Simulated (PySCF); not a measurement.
Ti(OEt)(H)3 (C2H8OTi), SMILES CC[O][TiH3], multiplicity 1.

Geometry: PBE-D3(BJ)/def2-SVP. The multiplicity is an assumed one; no other spin state was optimised. The structure was generated by enumeration; whether it is a known compound was not checked. Other conformers were not sampled.

Level of theory: PBE/def2-TZVP (PySCF).

Gas-phase values at a fixed geometry.

Task: Estimate the frontier levels, gap, dipole moment and polarisability. (An estimate is asked for; the answer gives what the named calculation found.)

Result: 
```
Item                                                                                                            Value
---------------------------------------------------------------------------------------------  ----------------------
highest occupied level                                                                                       -6.64 eV
lowest empty level                                                                                           -3.22 eV
orbital gap                                                                                                   3.42 eV
dipole moment                                                                                                  2.81 D
quadrupole, principal values (traceless, Buckingham form, about the centre of nuclear charge)  -3.27, -2.93, 6.19 D·Å
mean static polarisability                                                                      77.2 bohr³ (11.44 Å³)
polarisability, principal values                                                               67.5, 69.8, 94.3 bohr³
```
